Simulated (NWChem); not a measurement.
Molecule: C2H6OSi2; SMILES [SiH2]1O[SiH2]C1=C

```xyz
11

C      0.0000     0.0000    -2.2920
C      0.0000     0.0000    -0.9559
Si     0.0000     1.2816     0.4338
O      0.0000     0.0000     1.5486
Si     0.0000    -1.2816     0.4338
H      0.0000    -0.9270    -2.8798
H      0.0000     0.9270    -2.8798
H      1.2162     2.1390     0.5550
H     -1.2162     2.1390     0.5550
H      1.2162    -2.1390     0.5550
H     -1.2162    -2.1390     0.5550
```
Atoms are numbered in this order, from 1.

Program: NWChem. Pople sets run with spherical d functions. Structure relaxed at the PBE0/def2-SVP level. GIAO values for the isolated, static molecule; σ is the absolute isotropic shielding, δ = σ(reference) − σ with the isolated reference molecule computed at the same levels (13C: tetramethylsilane, 1H: tetramethylsilane, 17O: water, 29Si: tetramethylsilane).

```tsv
level	δ C1 (ppm)	δ C2 (ppm)	δ Si3 (ppm)	δ O4 (ppm)	δ H6 (ppm)	δ H8 (ppm)
BHandHLYP/pcSseg-1	152.6	164.5	-8.7	45.6	6.54	5.31
B3LYP/6-31G*	135.3	148.9	16.4	35.8	6.35	5.88
PBE/pcSseg-1	148.2	165.3	1.3	59.5	6.60	5.99
B3LYP/6-311G**	146.6	165.3	-2.4	61.9	6.51	5.89
```
